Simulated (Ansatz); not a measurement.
Basis-set extrapolation for CH₅BOSi (`O=CB[SiH3]`) (PBE0-D4/def2-TZVP geometry, frozen core, Ansatz 0.2.0). Multiplicity 1, RHF reference.

|  | def2-TZVPP | def2-QZVPP |
| --- | --- | --- |
| HF | -429.263728 | -429.278994 |
| MP2 correlation | -0.613145 | -0.656979 |
| CCSD(T) correlation | -0.681647 | not run |

Energies in hartree. Use E(X) = E(∞) + A·exp(−7.88·√X) for Hartree–Fock and E(X) = E(∞) + B·X^(−2.97) for correlation, with X = 3 and 4, and add CCSD(T) minus MP2 of the smaller set to the MP2 limit.

Question: What is the CCSD(T) energy at the basis-set limit?

Answer: HF limit: -429.278994 + (-0.015266) × 0.13774 = -429.28110. MP2 limit: -0.656979 + (-0.043834) × 0.74074 = -0.68945. Higher-order term: -0.681647 − (-0.613145) = -0.06850. Total: -430.03905 hartree, 2.55 eV below CCSD(T)/def2-TZVPP.
